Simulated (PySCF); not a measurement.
GeH4, optimised at GFN2-xTB:

```xyz
5

Ge    -0.0149     0.0092    -0.0167
H     -0.0155     0.5943    -1.3788
H     -0.0214    -1.4700    -0.1142
H      1.1990     0.4513     0.7104
H     -1.2217     0.4616     0.7158
```

Energies from PySCF (xtb for GFN2), thermal terms from the rigid-rotor harmonic-oscillator model, ideal gas at 1 bar. 6-31G* has spherical d functions here. All species are closed-shell singlets. B3LYP is the form with VWN-RPA correlation. Ge: all electrons, no relativistic terms.

List the harmonic frequencies (cm⁻¹, unscaled) at this level and at the other levels, each on its own geometry.


- GFN2-xTB: 766, 766, 766, 913, 913, 2059, 2168, 2168, 2168
- B3LYP/6-31G*: 814, 814, 814, 918, 919, 2128, 2142, 2142, 2142
- HF/6-31G*: 907, 907, 907, 1004, 1004, 2237, 2237, 2237, 2255
- PBE/def2-SVP: 790, 790, 790, 897, 897, 2093, 2108, 2108, 2108
- PBE0/def2-TZVP: 821, 821, 821, 924, 924, 2168, 2174, 2174, 2174
